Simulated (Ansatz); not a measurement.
`B[SiH2]OCC` + `OCS` → `BSCO` + `CCO[SiH3]`  (cleavage of the B–Si bond)

Calculated with Ansatz (gas phase, PBE0-D4/def2-TZVP geometries, no zero-point term in ΔE). CBS: MP2 limit from def2 TZ/QZ plus the TZ coupled-cluster correction, frozen cores. DFT in def2-TZVPP. Each species was taken in one conformer, which may not be the lowest.

`B[SiH2]OCC`:

Z-matrix (Å, degrees):
```
Si
O 1 1.649
B 1 2.006 2 115.9
H 1 1.487 2 105.4 3 122.9
H 1 1.501 2 110.2 3 -120.5
C 2 1.413 1 122.1 3 60.4
H 3 1.197 1 124.4 2 -8.9
H 3 1.198 1 118.7 2 172.3
C 6 1.508 2 109.4 1 -174.0
H 6 1.099 2 109.7 1 64.9
H 6 1.099 2 110.1 1 -52.9
H 9 1.093 6 110.4 2 -179.5
H 9 1.092 6 110.5 2 60.4
H 9 1.092 6 110.4 2 -59.4
```

`OCS`:

Z-matrix (Å, degrees):
```
C
S 1 1.793
O 1 1.405 2 110.6
H 1 1.095 2 109.2 3 123.4
H 1 1.097 2 104.5 3 -120.8
H 2 1.343 1 96.4 3 -70.0
H 3 0.962 1 108.1 2 177.5
```

`BSCO`:

Cartesian coordinates in Å:
```
B -0.275 0.046 1.726
S -0.643 -1.017 0.379
C 0.375 -0.348 -0.992
O -0.368 0.368 -1.922
H 0.509 0.939 1.598
H -0.839 -0.169 2.754
H 0.798 -1.204 -1.517
H 1.178 0.239 -0.535
H -0.734 1.147 -1.491
```

`CCO[SiH3]`:

```xyz
12

C    -0.512   -1.581    0.971
C    -0.436   -0.532   -0.109
O     0.490    0.467    0.273
Si    0.821    1.767   -0.674
H    -0.837   -1.136    1.914
H    -1.224   -2.363    0.693
H     0.465   -2.042    1.127
H    -1.424   -0.082   -0.272
H    -0.123   -0.987   -1.059
H    -0.409    2.572   -0.923
H     1.363    1.340   -1.995
H     1.825    2.577    0.054
```

```csv
species,BLYP energy (Eh)
`B[SiH2]OCC`,-471.17559
`OCS`,-513.93781
`BSCO`,-539.39833
`CCO[SiH3]`,-445.76966
```

Q: Work out ΔE.

A: ΔE = (-539.39833) + (-445.76966) − (-471.17559) − (-513.93781) = -0.05459 Eh = -34.3 kcal/mol. CCSD(T)/CBS gives -33.5 kcal/mol.

Largest T1 diagnostic among the species: 0.014.

Leaving LDA and LC-ωPBE aside and taking each functional with its dispersion term where it has one, the values, not all of them listed here, spread over 2.5 kcal/mol, from r2SCAN-D4 to ωB97X-V. LDA lies −1.6 kcal/mol from PBE without D4. In def2-TZVPP, CCSD(T) changes the Hartree–Fock value by −2.5 kcal/mol (the triples alone add −1.1 kcal/mol) and MP2 by −4.7 kcal/mol. From PBE to PBE0 (25 % exact exchange), in def2-TZVPP and without D4, ΔE moves by +0.8 kcal/mol.
